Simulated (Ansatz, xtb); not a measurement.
# A geometry optimisation of CCl2SiSn+ with r2SCAN-D4/def2-SVP

The starting geometry of this gas-phase doublet was built from a drawn formula by distance geometry and a force field; its bonds are those of `Cl[C]1(Cl)[Si]=[Sn+]1`.

```xyz
5

C    -0.6694   -0.5597   -0.1620
Cl   -1.4596   -0.7323   -1.7315
Cl   -1.4086    0.5935    1.0203
Si   -0.1201   -2.1285    0.6418
Sn    1.4040   -0.5065   -0.2021
```

Task: Where would you expect an optimisation with r2SCAN-D4/def2-SVP to take it?

Result: A new bond forms, giving a structure with Cl2 bridging C1 and Sn5, given below by its coordinates. Distances that change by over a tenth: C1–Sn5 (2.07 → 2.66 Å), Si4–Sn5 (2.38 → 2.69 Å). Contacts that close: Cl2–Sn5 (3.25 → 2.72 Å).

The energy falls by 1.93 eV over 13 steps:

```csv
step,E − E(last) (eV)
1,1.930
2,0.697
4,0.310
5,0.256
6,0.216
8,0.025
9,0.012
10,0.002
12,0.000
13,0.000
```

Final geometry (Å):

```yaml
atoms:
  - { symbol: C, position_ang: [-0.9454, -0.6483, 0.1418] }
  - { symbol: Cl, position_ang: [-0.9704, -0.4610, -1.6696] }
  - { symbol: Cl, position_ang: [-1.8382, 0.5331, 0.9625] }
  - { symbol: Si, position_ang: [-0.0713, -2.0973, 0.8531] }
  - { symbol: Sn, position_ang: [1.5717, -0.6600, -0.7212] }
```

From the same start GFN2-xTB reaches the same bonding as this run.

No frequencies were run, so the end isn't proven a minimum. Open shells are spin-unrestricted. Atoms past krypton carry core potentials, without spin–orbit terms. Run with Ansatz 0.2.0, 110 s on 2 threads of Intel(R) Xeon(R) Platinum 8375C CPU @ 2.90GHz (Ice Lake) (shared host).
